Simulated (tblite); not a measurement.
Compound: C7H9NOSi.
Atom-mapped SMILES: `[CH3:1]/[C:2]([CH:3]=[O:4])=[CH:5]\[CH:6]=[CH:7]/[SiH2:8][C:9]#[N:10]` (hydrogens: H11, H12, H13 on C1; H14 on C3; H15 on C5; H16 on C6; H17 on C7; H18, H19 on Si8)

Computed with GFN2-xTB (tblite), gas phase: L-BFGS steps from a force-field or distance-geometry start until the largest atomic force falls under 0.01 eV/Å.

Step 0: E = -766.2416 eV
```
atom  x, y, z in Å  |  force x, y, z in eV/Å
C1     -2.6711    0.9920   -0.7060   -0.425   0.314  -0.198
C2     -1.8856    0.1193    0.1976    0.031  -0.812   1.096
C3     -2.6654   -0.5979    1.2570   -2.083   1.064  -0.909
O4     -3.8895   -0.4624    1.3513    1.978  -0.422   0.109
C5     -0.5549   -0.1176    0.2110    0.538   0.541  -0.836
C6      0.4019    0.4633   -0.7178    0.172  -0.159   0.285
C7      1.7326    0.2520   -0.7555   -0.273   0.416  -0.253
Si8     2.8254   -0.8102    0.2909   -0.475  -1.182   0.959
C9      4.6433   -0.3753    0.1289    0.625   0.273  -0.118
N10     5.7559   -0.0910    0.0230   -1.001  -0.284   0.103
H11    -3.1914    1.7736   -0.1308    0.116  -0.359  -0.048
H12    -2.0804    1.4929   -1.4633    0.211  -0.046  -0.017
H13    -3.4431    0.4070   -1.2221    0.126   0.061   0.240
H14    -2.1017   -1.2473    1.9350    0.069  -0.029   0.033
H15    -0.1488   -0.7852    0.9527    0.067  -0.089   0.061
H16     0.0114    1.1552   -1.4489   -0.228   0.018  -0.043
H17     2.3060    0.7755   -1.5101   -0.234   0.210  -0.236
H18     2.5805   -2.2350   -0.1063    0.363   0.414   0.039
H19     2.3650   -0.6995    1.7059    0.424   0.072  -0.266
```

Step 1: E = -766.2983 eV
```
atom  x, y, z in Å  |  force x, y, z in eV/Å
C1     -2.6772    0.9964   -0.7088    0.119  -0.100   0.093
C2     -1.8851    0.1077    0.2132    0.154   0.043  -0.010
C3     -2.6951   -0.5827    1.2440    2.443  -0.201  -0.301
O4     -3.8612   -0.4685    1.3529   -2.363   0.142   0.339
C5     -0.5472   -0.1099    0.1990   -0.014  -0.051   0.035
C6      0.4044    0.4610   -0.7137   -0.060   0.296  -0.235
C7      1.7287    0.2579   -0.7591    0.323   0.010   0.068
Si8     2.8186   -0.8271    0.3046   -0.213  -0.504   0.405
C9      4.6522   -0.3714    0.1272   -2.791  -0.629   0.234
N10     5.7416   -0.0950    0.0245    2.089   0.515  -0.200
H11    -3.1898    1.7684   -0.1315    0.003  -0.150   0.053
H12    -2.0774    1.4922   -1.4636    0.163  -0.060   0.018
H13    -3.4412    0.4079   -1.2186    0.007  -0.014   0.123
H14    -2.1008   -1.2477    1.9354   -0.131   0.259  -0.284
H15    -0.1479   -0.7865    0.9536    0.007   0.098  -0.161
H16     0.0081    1.1554   -1.4495   -0.157  -0.073   0.062
H17     2.3026    0.7785   -1.5134   -0.207   0.205  -0.224
H18     2.5857   -2.2290   -0.1058    0.303   0.145  -0.013
H19     2.3710   -0.6984    1.7021    0.327   0.069  -0.003
```

**Question.** Estimate the geometry and energy of step 2. (The exact step hangs on the optimiser's Hessian estimate; all steps are aligned on step 1, rigid shifts and turns removed.)

**Answer.** E = -766.3518 eV, largest force 2.264 eV/Å
```
atom  x, y, z in Å  |  force x, y, z in eV/Å
C1     -2.6782    0.9971   -0.7089    0.286  -0.204   0.146
C2     -1.8836    0.1041    0.2184    0.091   0.338  -0.381
C3     -2.6840   -0.5794    1.2370    0.531  -0.242   0.174
O4     -3.8721   -0.4693    1.3564   -0.540   0.019   0.096
C5     -0.5447   -0.1077    0.1953   -0.002  -0.177   0.205
C6      0.4047    0.4628   -0.7144    0.004   0.292  -0.260
C7      1.7302    0.2600   -0.7597    0.310  -0.078   0.149
Si8     2.8144   -0.8371    0.3127   -0.377  -0.243   0.168
C9      4.6311   -0.3756    0.1287    1.706   0.484  -0.173
N10     5.7549   -0.0920    0.0232   -2.186  -0.557   0.196
H11    -3.1892    1.7654   -0.1313   -0.031  -0.080   0.092
H12    -2.0749    1.4915   -1.4635    0.131  -0.075   0.048
H13    -3.4406    0.4081   -1.2164   -0.024  -0.044   0.091
H14    -2.1015   -1.2456    1.9331   -0.112   0.263  -0.296
H15    -0.1475   -0.7861    0.9525    0.020   0.128  -0.202
H16     0.0057    1.1549   -1.4492   -0.148  -0.041   0.031
H17     2.2997    0.7813   -1.5165   -0.169   0.181  -0.195
H18     2.5900   -2.2258   -0.1057    0.255  -0.035  -0.052
H19     2.3759   -0.6975    1.7008    0.256   0.071   0.163
```

The energy changes by -0.0535 eV. The first-order estimate −F·Δx gives -0.1652 eV and the mean of the old and new forces, exact on a quadratic surface, -0.0570 eV. The step makes an angle of 29° with the force vector and moves no atom by more than 0.022 Å.

The cost below is that of the whole relaxation. The run took 1.6 s on one thread, Arm Neoverse V1 (aarch64), shared host.
